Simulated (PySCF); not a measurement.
## Assignment exercise: C₇H₈FNSi

Atoms are numbered as in `[CH2:1]=[N:2][SiH2:3][c:4]1[cH:5][cH:6][cH:7][c:8]([F:9])[cH:10]1`. Hydrogens are named by the atom that carries them. Ha(C1) is cis to Si3; Hb(C1) is trans to Si3.

Calculated, not measured (PySCF 2.14.0 with density-fitted response routines): geometry from PBE0-D3(BJ)/def2-SVP, NMR shieldings at PBE0/pcSseg-1/GIAO. Gas phase, rapidly exchanging positions averaged, single conformer, relativity neglected.

δ = σ(ref) − σ, references computed at the same level: TMS for ¹³C and ¹H.

(1) Assign these signals to the numbered atoms. ¹³C{¹H} NMR (computed): δ 176.9 (CH2), 169.9 (C), 139.0 (C), 136.5 (CH), 135.5 (CH), 125.3 (CH), 122.6 (CH).

(2) Assign these signals to the numbered atoms. ¹H NMR (600 MHz, computed): δ 8.77 (m, 1H), 8.76 (m, 1H), 7.94 (d, 1H), 7.50 (m, 1H), 7.30 (m, 1H), 7.17 (m, 1H), 5.36 (s, 2H).

## Answers

(1) 
176.9 → C1, C=N carbon
169.9 → C8, aromatic carbon bearing fluorine: an ipso carbon deshielded by its heteroatom
139.0 → C4, substituted aromatic carbon
136.5 → C5, aromatic CH: the aromatic region
135.5 → C6, aromatic CH
125.3 → C10, aromatic CH
122.6 → C7, aromatic CH

C5 and C6 lie closer than the usual error of such a calculation, so a measured spectrum could show them in the other order.

(2) 
| δ (ppm) | atoms | environment | reason |
| --- | --- | --- | --- |
| 8.77 | Ha(C1) | hydrogen on a C=N carbon | – |
| 8.76 | Hb(C1) | hydrogen on a C=N carbon | – |
| 7.94 | H(C5) | hydrogen on an aromatic CH | aromatic region |
| 7.50 | H(C6) | hydrogen on an aromatic CH | – |
| 7.30 | H(C10) | hydrogen on an aromatic CH | – |
| 7.17 | H(C7) | hydrogen on an aromatic CH | – |
| 5.36 | H(Si3) | hydrogen on a silicon bonded to C, N | – |

Ha(C1) and Hb(C1) lie closer than the usual error of such a calculation, so a measured spectrum could show them in the other order.

Splittings by ¹⁹F in the carbon and heteronuclear signals aren't shown, as no couplings were computed. Shifts are as computed. Against solution values, carbons near 30 ppm lie about +2 ppm off and those near 130 ppm about +5 ppm. Of 1211 compounds with measured shifts, 218 miss one by over three times the rms of a fit or turn the order of signals round; such compounds aren't used in these exercises. No couplings were computed; multiplicities are counted from neighbouring protons, with m where these are inequivalent, close in shift, in a saturated or five-membered ring or joined by F or P, and br s for small geminal =CH2 splittings.
